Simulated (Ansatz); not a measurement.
Process, species as SMILES: O=BF → B atom + F atom + O atom
B3LYP-D3(BJ)/def2-TZVP geometries, fixed; electronic energies without zero-point terms.
Largest species:
```
B
O 1 1.2071
F 1 1.2860 2 180.00
```
Charge 0, spin multiplicity 1.

Core correlation in the atomisation energy at CCSD(T) with Ansatz (a program for electronic structure), in kcal/mol: frozen core against all electrons. Open shells are unrestricted. Costs are rough ratios of core time on shared machines of one kind.

| basis | functions, most | frozen core |
|---|---|---|
| cc-pVDZ | 42 | 324.02 |
| cc-pCVDZ | 54 | 324.77 |
| cc-pVTZ | 90 | 346.07 |
| cc-pwCVTZ | 129 | 347.38 |
| cc-pCVTZ | 129 | 346.53 |
| cc-pVQZ | 165 | 352.58 |

**Question.** How large is the core term in each set?

**Answer.** The largest core-valence set, cc-pCVTZ, gives a core term of 1.59 kcal/mol; the valence set cc-pVQZ, which lacks functions for the core, gives 3.93. By row: cc-pVDZ 1.01, cc-pCVDZ 1.00, cc-pVTZ 5.91, cc-pwCVTZ 1.95, cc-pCVTZ 1.59, cc-pVQZ 3.93.
